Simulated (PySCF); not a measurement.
## [IrCl3]+, quartet: data card

Level of theory: UB3LYP in PySCF with Ir def2-SVP with ECP60, Cl def2-SVP; scalar-relativistic core potentials, no spin–orbit coupling; density-fitted integrals.

The structure is a minimum.

Z-matrix (Å, degrees; charge 1 multiplicity 4):
```
Ir
Cl 1 2.1632
Cl 1 2.2005 2 106.36
Cl 1 2.2005 2 106.36 3 180.00
```

```
Point group                                                                   : C2v
Bond lengths                                                                  : Ir–Cl 2.163 Å, Ir–Cl 2.201 Å (×2)
Bond angles                                                                   : Cl–Ir–Cl 106.4° (×2), Cl–Ir–Cl 147.3°
Entropy at 298.15 K and 1 bar (electronic part: spin only)                    : 362.1 J/(mol K)
Dipole moment about the centre of mass                                        : 0.34 D
Highest occupied level (α)                                                    : -13.83 eV
Enthalpy at 298.15 K above 0 K                                                : 18.07 kJ/mol
Zero-point energy                                                             : 9.3 kJ/mol
Rotational constants                                                          : 0.09014, 0.05407, 0.0338 cm⁻¹
Lowest empty level (β)                                                        : -11.68 eV
Heat capacity Cp at 298.15 K                                                  : 75.6 J/(mol K)
Spin squared ⟨S²⟩                                                             : 3.761
Principal polarisabilities                                                    : 34.3, 73.8, 103.7 bohr³
Rotational symmetry number                                                    : 2
Principal quadrupole moments (Buckingham, traceless) about the centre of mass : -9.55, 4.23, 5.32 D Å
```

Harmonic modes (masses in u: Ir 192.963, Cl 34.969):
| symmetry | ω (cm⁻¹) | IR (km/mol) | μ (u) |
| --- | --- | --- | --- |
| b2 | 77 | 0.4 | 38.00 |
| b1 | 95 | 0.1 | 48.46 |
| a1 | 105 | 0.1 | 40.63 |
| a1 | 412 | 0.4 | 35.18 |
| b2 | 426 | 31.4 | 43.97 |
| a1 | 437 | 8.2 | 40.80 |

In C2v the vibrations span 2b2 + b1 + 3a1. Here b1 is antisymmetric to the molecular plane and b2 lies in it.

Charges (e):
| atom | Mulliken | Löwdin | polar tensor | spin (Mulliken) | Mayer order to Ir1 |
| --- | --- | --- | --- | --- | --- |
| Ir1 | 0.65 | -0.22 | 1.17 | 1.71 | – |
| Cl2 | 0.16 | 0.47 | 0.01 | 0.40 | 1.44 |
| Cl3,4 | 0.09 | 0.37 | -0.09 | 0.44 | 1.30 |

Mulliken populations on Ir1 (electrons outside its core potential): s 2.72, p 6.30, d 7.30, f 0.04.

Formally Ir is in oxidation state +4, d5, with 3 unpaired electrons (the high-spin count would be 5). The Mulliken spin on Ir is 1.71. The polar-tensor charge on Ir, 1.17, is far below the formal one.

This need not be the most stable arrangement of these atoms. Other spin states or occupations of the open shell can lie lower. Spin–orbit coupling, left out here, can matter for elements this heavy.

The final relaxation and frequency run took of the order of 2.8 core-minutes on a shared host.
